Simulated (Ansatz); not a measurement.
`Cl[SiH]1[BH][GeH2]1` + H–F → `F[SiH]1[BH][GeH2]1` + HCl at 700 K and 1 bar (ligand exchange at the Si–Cl bond).

Calculated with Ansatz (gas phase, PBE0-D4/def2-TZVP geometries, no zero-point term in ΔE). CCSD(T)/CBS adds triple-zeta CCSD(T) − MP2 to the extrapolated MP2 energy (def2 sets, frozen cores). This one scheme is used for every species. For Ge outer-core shells are correlated without core-valence functions, which leaves a few kJ/mol of doubt a bond. Scalar relativity is left out up to krypton.

| species | CCSD(T)/CBS energy (Eh) | H − E (kJ/mol) | S (J/(mol·K)) |
| --- | --- | --- | --- |
| `Cl[SiH]1[BH][GeH2]1` | -2852.15188 | 170.8 | 467.7 |
| H–F | -100.39570 | 45.2 | 198.5 |
| `F[SiH]1[BH][GeH2]1` | -2492.17734 | 172.1 | 450.1 |
| HCl | -460.38127 | 38.4 | 211.8 |

H − E and S are ideal-gas, rigid-rotor, harmonic terms from PBE0-D4/def2-TZVP. 1 Eh = 2625.50 kJ/mol, R = 8.31446 J/(mol·K).

Task: By hand: ΔE, ΔH, ΔS and ΔG.

Result: ΔE = (-2492.17734) + (-460.38127) − (-2852.15188) − (-100.39570) = -0.01103 Eh = -29.0 kJ/mol. Δ(H − E) = 172.1 + 38.4 − 170.8 − 45.2 = -5.5, so ΔH = -34.5 kJ/mol. ΔS = 450.1 + 211.8 − 467.7 − 198.5 = -4.3 J/(mol·K). ΔG = -34.5 − 700 × (-4.3)/1000 = -31.5 kJ/mol.

Task: By hand: the equilibrium constant, and the temperature at which ΔG would vanish if ΔH and ΔS stayed fixed.

Result: log₁₀ K = −ΔG/(RT ln 10) = 2.4. ΔG = 0 at ΔH/ΔS = 8023 K, far beyond where these terms or the molecules hold.

The number of gas molecules stays the same, so ΔS is small and ΔH decides. A doubt of 5 kJ/mol in ΔE shifts log₁₀ K by 0.4 here. Modes under 60 cm⁻¹, often nearly free rotors, make the harmonic entropy too high. These are equilibria of isolated gas molecules and say nothing of rates. Largest T1 diagnostic: 0.014 (customary marks: 0.02 for closed shells, 0.045 for open ones).
